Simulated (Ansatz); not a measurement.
Consider the formal exchange of groups at the Si–Cl bond: `S[SiH](S)Cl` + `COC(C)(O)F` → `O[SiH](S)S` + `COC(C)(F)Cl`.

Program: Ansatz. Geometries: PBE0-D4/def2-TZVP. ΔE: electronic, gas phase. CCSD(T)/CBS adds triple-zeta CCSD(T) − MP2 to the extrapolated MP2 energy (def2 sets, frozen cores). Functionals use def2-TZVPP. One conformer a species, not always the lowest.

`S[SiH](S)Cl`:

Z-matrix (Å, degrees):
```
Si
S 1 2.119
Cl 1 2.055 2 109.9
S 1 2.118 2 103.9 3 -122.1
H 1 1.478 2 114.3 3 118.0
H 2 1.344 1 93.6 3 -36.1
H 4 1.345 1 93.3 2 -155.7
```

`COC(C)(O)F`:

Cartesian coordinates in Å:
```
C 0.810 1.453 -0.109
O -0.450 0.946 -0.492
C -0.768 -0.309 0.004
C 0.198 -1.407 -0.361
O -0.934 -0.296 1.369
F -1.978 -0.570 -0.587
H 0.817 2.505 -0.391
H 1.626 0.944 -0.632
H 0.966 1.370 0.971
H -0.216 -2.361 -0.042
H 0.343 -1.415 -1.441
H 1.156 -1.259 0.137
H -1.568 0.401 1.573
```

`O[SiH](S)S`:

Cartesian coordinates in Å:
```
O -1.125 0.661 -1.291
Si -0.035 -0.285 -0.522
S -0.990 -0.992 1.252
S 1.820 0.642 -0.022
H -1.469 1.427 -0.826
H 0.312 -1.341 -1.492
H 0.157 -1.376 1.835
H 1.331 1.263 1.066
```

`COC(C)(F)Cl`:

Z-matrix (Å, degrees):
```
C
O 1 1.419
H 1 1.088 2 105.7
H 1 1.094 2 111.5 3 -118.3
H 1 1.093 2 111.3 3 118.5
C 2 1.363 1 115.9 3 -169.3
F 6 1.372 2 109.5 1 65.4
C 6 1.508 2 116.1 1 -57.5
Cl 6 1.784 2 105.5 1 -179.8
H 8 1.088 6 109.5 2 -175.6
H 8 1.091 6 109.8 2 65.2
H 8 1.089 6 109.8 2 -55.5
```

```csv
level,ΔE (kcal/mol)
PBE,6.3
CCSD/CBS(def2),6.4
```

Problem. What does CCSD(T)/CBS give? (Estimate.)

Solution. Computed: +5.9 kcal/mol. The listed levels differ from it by 0.4, 0.5 kcal/mol.

Largest T1 diagnostic among the species: 0.012.

From PBE to PBE0 (25 % exact exchange), in def2-TZVPP and without D4, ΔE moves by +1.3 kcal/mol. In def2-TZVPP, CCSD(T) changes the Hartree–Fock value by −2.3 kcal/mol (the triples alone add −0.5 kcal/mol) and MP2 by −2.7 kcal/mol.
